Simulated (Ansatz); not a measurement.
H7InO3Si2, SMILES `[OH][In]([O][SiH3])[O][SiH3]`. Total charge 0; spin multiplicity 1. In: def2 effective core potential. The geometry is a stationary point of PBE0-D4/def2-TZVP. It is one conformer, not always the lowest.

```xyz
13

O     2.303    0.776    2.650
In    1.004    0.374    1.244
O     1.624   -0.383   -0.465
Si    0.940   -0.766   -1.898
O    -0.908    0.707    1.489
Si   -2.262    0.418    0.621
H     3.197    0.557    2.372
H    -0.162    0.180   -2.242
H     1.976   -0.696   -2.962
H     0.371   -2.142   -1.869
H    -3.418    0.337    1.552
H    -2.157   -0.868   -0.129
H    -2.507    1.507   -0.364
```

What is the dipole moment at ωB97M-V/def2-TZVPP? (Best estimate.)

Computed: 1.26 D, with components (1.24, -0.18, -0.05) D in this frame, pointing from negative to positive charge.

And with PBE, r2SCAN, B3LYP? (Estimate.)

Computed: PBE 1.30 D, r2SCAN 1.31 D, B3LYP 1.22 D.

Give the Mulliken charges with ωB97M-V, PBE, B3LYP in def2-TZVPP. (Estimate.)

The calculation gave: 
```json
{"atom": "O1", "ωB97M-V": "-0.48", "PBE": "-0.43", "B3LYP": "-0.48"}
{"atom": "In2", "ωB97M-V": "1.07", "PBE": "0.91", "B3LYP": "1.05"}
{"atom": "O3", "ωB97M-V": "-0.57", "PBE": "-0.47", "B3LYP": "-0.55"}
{"atom": "Si4", "ωB97M-V": "0.31", "PBE": "0.34", "B3LYP": "0.42"}
{"atom": "O5", "ωB97M-V": "-0.56", "PBE": "-0.46", "B3LYP": "-0.54"}
{"atom": "Si6", "ωB97M-V": "0.31", "PBE": "0.34", "B3LYP": "0.41"}
{"atom": "H7", "ωB97M-V": "0.18", "PBE": "0.19", "B3LYP": "0.19"}
{"atom": "H8", "ωB97M-V": "-0.04", "PBE": "-0.07", "B3LYP": "-0.08"}
{"atom": "H9", "ωB97M-V": "-0.05", "PBE": "-0.07", "B3LYP": "-0.09"}
{"atom": "H10", "ωB97M-V": "-0.05", "PBE": "-0.07", "B3LYP": "-0.08"}
{"atom": "H11", "ωB97M-V": "-0.05", "PBE": "-0.07", "B3LYP": "-0.08"}
{"atom": "H12", "ωB97M-V": "-0.04", "PBE": "-0.07", "B3LYP": "-0.08"}
{"atom": "H13", "ωB97M-V": "-0.04", "PBE": "-0.07", "B3LYP": "-0.08"}
```

B3LYP here is the variant with VWN-RPA as its local correlation; programs differ in this.
